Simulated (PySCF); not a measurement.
PySCF 2.14 output of an unrestricted PBE calculation on a single atom or ion in aug-cc-pwCVTZ-DK3 (10s9p7d4f1g, 109 functions), with scalar relativity by spin-free X2C-1e:

```
SCF conv_tol = 1e-09
number electrons alpha = 27  beta = 24
    J. P. Perdew, K. Burke, and M. Ernzerhof.,  Phys. Rev. Lett. 77, 3865 (1996)
    J. P. Perdew, K. Burke, and M. Ernzerhof.,  Phys. Rev. Lett. 78, 1396 (1997)
    J. P. Perdew, K. Burke, and M. Ernzerhof.,  Phys. Rev. Lett. 77, 3865 (1996)
    J. P. Perdew, K. Burke, and M. Ernzerhof.,  Phys. Rev. Lett. 78, 1396 (1997)
cycle= 1 E= -7443.44507162073  delta_E= -0.0171  |g|= 0.0571  |ddm|= 0.496
cycle= 2 E= -7443.44518783278  delta_E= -0.000116  |g|= 0.0167  |ddm|= 0.0487
cycle= 3 E= -7443.44521548404  delta_E= -2.77e-05  |g|= 0.0107  |ddm|= 0.0228
cycle= 4 E= -7443.44522403286  delta_E= -8.55e-06  |g|= 0.000153  |ddm|= 0.0061
cycle= 5 E= -7443.44522403704  delta_E= -4.19e-09  |g|= 7.09e-06  |ddm|= 0.000209
cycle= 6 E= -7443.44522403705  delta_E= -3.64e-12  |g|= 3.05e-07  |ddm|= 1.63e-05
converged SCF energy = -7443.44522403705  <S^2> = 3.7505413  2S+1 = 4.0002706
```

The run itself started from symmetry-adapted Hartree-Fock orbitals and held the occupation by maximum overlap, on a logarithmic radial grid, so the iterations belong to that start.

**Question.** Which element, charge and spin multiplicity is this?

**Answer.** Xe³⁺ (xenon, charge +3), multiplicity 4; the state was [Kr] 4d10 5s2 5p3, high-spin 4S determinant.
